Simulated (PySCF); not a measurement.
**EPR parameters of CH7OSi2**

Compound: CH7OSi2 (doublet state).
Geometry (GFN2-xTB, Å), atoms numbered from 1 in this order:
```xyz
11
CH7OSi2 angstrom
C     -1.886    0.301    0.133
O     -1.204   -0.840   -0.260
Si     0.299   -0.974   -0.911
Si     1.884    0.270    0.168
H     -2.124    0.932   -0.728
H     -1.296    0.890    0.843
H     -2.817   -0.006    0.612
H      0.255   -2.435   -0.965
H      2.144    0.200    1.619
H      3.168   -0.029   -0.473
H      1.582    1.694   -0.065
```

The hyperfine couplings belong to this conformer and change with its torsions.

The species is `CO[SiH][SiH3]` [radical].

Computed with UKS B3LYP, pcH-1 on C H O Si, non-relativistic, mean-field spin-orbit, GIAO in PySCF. The structure is a single GFN2-xTB conformer in the gas phase; no vibrational or solvent corrections. A GFN2-xTB geometry isn't a minimum of the functional, and hyperfine couplings can be far from their values at a DFT geometry, by a factor of two or more for some ions and for spin on atoms past the first row. The SCF solution wasn't tested for stability.

```json
{
 "g1, g2, g3": "2.00154, 2.00217, 2.00587",
 "g_iso": "2.00319",
 "Form of g": "close to axial: the two nearest values differ by 14 % of g3 − g1",
 "⟨S²⟩": "0.7523 (exact 0.7500)",
 "HOMO–LUMO gap, α and β orbitals": "4.76, 5.18 eV"
}
```

Hyperfine couplings atom by atom, in MHz; T1 to T3 are the principal values of the dipolar part; ρ(0) is the spin density at the nucleus:

```tsv
atom	isotope	a_iso	of which spin–orbit	T1	T2	T3	Mulliken spin population	ρ(0) (bohr⁻³)
C1	13C	-2.3	0.0	-1.0	-0.5	1.5	-0.01	-0.0020
O2	17O	-13.5	-0.1	-41.7	20.4	21.3	0.09	0.0221
Si3	29Si	-410.0	0.9	-143.0	70.1	72.9	0.78	0.4624
Si4	29Si	-104.2	0.1	-19.2	7.0	12.2	0.07	0.1174
H5	1H	11.0	0.0	-2.5	-1.9	4.5	0.01	0.0025
H6	1H	3.2	0.0	-2.0	-1.7	3.7	0.00	0.0007
H7	1H	1.7	0.0	-2.0	-1.6	3.6	0.00	0.0004
H8	1H	54.0	0.0	-7.6	0.7	7.0	0.02	0.0121
H9	1H	89.4	0.0	-2.7	-0.2	2.9	0.05	0.0200
H10	1H	-6.8	0.0	-2.9	-1.2	4.1	0.00	-0.0015
H11	1H	-3.5	0.0	-2.9	-1.2	4.1	-0.01	-0.0008
```

Largest spin populations (Mulliken): Si3 (+0.78), O2 (+0.09) and Si4 (+0.07). No atom but Si3 exceeds +0.15. The angles at Si3 add up to 333.3°, so it is pyramidal.

Under fast tumbling the dipolar parts average out, and these isotropic splittings remain: 1 × 1H (H8, I = 1/2, 2 lines) with 1.93 mT, 3 × 1H (H9/H10/H11, I = 1/2, 4 lines) with 0.94 mT and 3 × 1H (H5/H6/H7, I = 1/2, 4 lines) with 0.19 mT.

Means are taken over nuclei equivalent by connectivity, which assumes that they swap fast. The three 1H nuclei of mean +26.4 MHz run from -6.8 to 89.4 MHz in the frozen geometry. The three 1H nuclei of mean +5.3 MHz run from 1.7 to 11.0 MHz in the frozen geometry.

The 17O coupling of O2 (-13.5 MHz) shows only in satellite lines or after enrichment, since that isotope makes up about 0.038 % of natural oxygen.

The 29Si coupling of Si3 (-410.0 MHz) shows only in satellite lines or after enrichment, since that isotope makes up about 4.7 % of natural silicon.

The spin density at the nucleus, in bohr⁻³, is negative for C1 (-0.0020), for instance. A restricted open-shell determinant has no negative spin density anywhere; here it arises because α and β orbitals differ (spin polarisation).
